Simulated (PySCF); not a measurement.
All of these have the formula C7H7NO. Method: TDDFT PBE0/def2-SVPD, vertical, gas phase, core orbitals frozen in the response in PySCF 2.14.0, density-fitted response routines. Geometries: GFN2-xTB; one conformer of each isolated species. Triplets are in the Tamm–Dancoff approximation.

A. `C=Cc1cnccc1O`
B. `C(#CC#CC)C(=O)NC`
C. `CC(=O)c1ccncc1`
D. `O=CNC1=C[C@@H]2C=C[C@H]12`

Lowest singlet levels (six at most, fewer where fewer were computed) with oscillator strengths:

1. 3.65 eV (f 0.000); 4.12 eV (f 0.002); 4.83 eV (f 0.045); 5.15 eV (f 0.000); 5.75 eV (f 0.182); 5.95 eV (f 0.000); T1 3.15 eV
2. 4.63 eV (f 0.002); 4.92 eV (f 0.121); 5.23 eV (f 0.022); 5.29 eV (f 0.176); 5.95 eV (f 0.115); 6.22 eV (f 0.009); T1 3.42 eV
3. 4.89 eV (f 0.085); 5.30 eV (f 0.002); 5.54 eV (f 0.000); 5.75 eV (f 0.038); 5.87 eV (f 0.178); 6.61 eV (f 0.002); T1 3.51 eV
4. 4.07 eV (f 0.000); 4.57 eV (f 0.061); 4.86 eV (f 0.000); 4.95 eV (f 0.001); 5.43 eV (f 0.143); 5.90 eV (f 0.001); T1 3.49 eV

Problem. Which spectrum belongs to which structure?

Solution. 1 = C, 2 = A, 3 = D, 4 = B.
- A: S1 at 4.63 eV, HOMO-1→LUMO (91%); Löwdin shares by element: HOMO carbon 49% or more, nitrogen 9% (atoms not listed hold the other 42%); LUMO carbon 60% or more (atoms not listed hold the other 40%); HOMO -7.03 and LUMO -1.32 eV.
- B: S1 at 4.07 eV, HOMO→LUMO (98%); Löwdin shares by element: HOMO carbon 55% or more, oxygen 18% (atoms not listed hold the other 26%); LUMO carbon 62% or more (atoms not listed hold the other 38%); HOMO -7.21 and LUMO -1.47 eV.
- C: S1 at 3.65 eV, HOMO→LUMO (65%), HOMO-1→LUMO (31%); Löwdin shares by element: HOMO nitrogen 34%, oxygen 22%, carbon 15% or more (atoms not listed hold the other 29%); LUMO carbon 32% or more, oxygen 18%, nitrogen 13% (atoms not listed hold the other 36%); HOMO -7.61 and LUMO -2.25 eV; point group Cs, 3 of its 6 listed states under f = 0.0005.
- D: S1 at 4.89 eV, HOMO→LUMO (88%); Löwdin shares by element: HOMO carbon 57% or more, nitrogen 15% (atoms not listed hold the other 29%); LUMO carbon 46% or more, oxygen 13% (atoms not listed hold the other 41%); HOMO -6.46 and LUMO -0.66 eV.
